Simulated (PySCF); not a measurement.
BiI2 (SMILES [I][Bi][I]), doublet, at a GFN2-xTB geometry (such geometries of metal compounds can be far from the true shape) (the spin is typed, not shown lowest) (core potentials on Bi, I).

The PySCF input:
```python
from pyscf import gto, scf, dft

mol = gto.M(
    atom='''
Bi    0.89619474    0.44438201    0.28746279
I    -1.04089611    1.21333620   -1.58129724
I    -0.36257867   -1.90925520    1.13111966
''',
    basis='def2-svp',
    ecp={'Bi': 'def2-svp', 'I': 'def2-svp'},
    spin=1,
    verbose=4,
)

mf = dft.UKS(mol)
mf.xc = 'blyp'
mf.kernel()
mf.analyze()
```

Task: Estimate the HOMO energy that PySCF with BLYP/def2-SVP returns for this input.

Result: -4.67 eV

Task: Estimate the number of basis functions that BLYP/def2-SVP returns for this input.

Result: 78

Task: Estimate the nuclear repulsion energy that BLYP/def2-SVP returns for this input.

Result: 296.3059 Eh

These values belong to the state on which the SCF converged, which isn't shown to be the lowest.
